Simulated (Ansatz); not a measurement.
The molecule AuS, multiplicity 4 (an upper state: multiplicity 2 came lower at CCSD(T)/def2-TZVPP on PBE0 minima). No spin–orbit coupling.

Constants: fifth-degree fit in 1/R to seven points, most abundant isotopes. Runs in def2 and cc sets follow the lowest solution found near the PBE0 minimum.

Correlated levels freeze the inner cores; with def2 sets outer-core shells near the valence are correlated too.

Codes used: Ansatz (Gaussian orbitals). Values without a source in brackets are computed. In def2 rows elements past Kr take small-core potentials, without spin–orbit coupling.

Task: What bond length and harmonic frequency does PBE/def2-TZVPP give?

Result: r_e = 2.253 Å, ω_e = 326 cm⁻¹.

Task: What bond length and harmonic frequency does CCSD/def2-TZVPP give?

Result: r_e = 2.250 Å, ω_e = 310 cm⁻¹.

Task: What bond length and harmonic frequency does CCSD(T)/def2-TZVPP give?

Result: r_e = 2.232 Å, ω_e = 340 cm⁻¹.

Ansatz is a first-principles code.
